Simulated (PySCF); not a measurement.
**How methods differ on the ionisation energy of Ni¹²⁺**

Ni¹²⁺ [Ne] 3s2 3p4 (3P) → Ni¹³⁺ [Ne] 3s2 3p3 (4S), as a difference of total energies. Calculation: PySCF 2.14, in an even-tempered Gaussian basis (19 s from 0.59 bohr⁻², ratio 2.5; 12 p from 0.76 bohr⁻², ratio 2.5; 5 d from 5.6 bohr⁻², ratio 2.7; 4 f from 8.4 bohr⁻², ratio 2.7); scalar relativity by spin-free X2C-1e. Correlated levels: outer shells: 1s2 frozen; virtual orbitals above 40 to 60 times the deepest correlated orbital energy dropped. The calculations carry no spin-orbit coupling.

```tsv
method	ionisation energy (eV)
UHF	382.34
MP2 (outer shells)	383.29
SCS-MP2 (outer shells)	383.33
CCSD (outer shells)	383.29
CCSD(T) (outer shells)	383.30
```

Task: How much does correlation contribute at CCSD(T) (outer shells)?

Result: 383.30 − (382.34) = 0.96 eV, measured against UHF.

A first-order spin-orbit estimate (lowest level to lowest level, LS coupling) adds 0.983 eV.

For comparison: 384.5 ± 0.5 eV (semi-empirical (NIST evaluation); NIST Atomic Spectra Database, ionization energies).
